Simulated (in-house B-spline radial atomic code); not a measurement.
A fraction x of an electron is removed from 5p in Dy²⁺, starting from [Xe] 4f10 and keeping the highest spin. Method: scalar-relativistic (X2C) B3LYP, spin-polarised, spherical fractional occupations, Fermi nucleus of rms radius 5.2218 fm. Calculated with a B-spline radial code for spherical atoms.

Caution: exact exchange at fractional occupations of open shells leaves self-interaction of up to several eV.

```csv
x,E(x) - E(0) (eV),5p down level (eV)
0,0.0000,-40.295
0.17,7.0134,-42.221
0.37,15.6867,-44.518
0.46,19.7402,-45.561
0.5,21.5720,-46.027
0.53,22.9580,-46.377
0.74,?,?
0.76,?,?
0.92,41.9400,-50.982
1,46.0568,-51.939
```

Problem. What belongs in the row x = 0.74?

Solution. An energy change of 32.9559 eV; 5p down at -48.845 eV.

Problem. What belongs in the row x = 0.76?

Solution. An energy change of 33.9351 eV; 5p down at -49.081 eV.

Problem. Check Janak's theorem between x = 0.17 and 0.37.

Solution. The slope of the energy is 43.37 eV; the orbital levels give 43.37 eV (-ε of the emptying orbital, averaged over the two points).
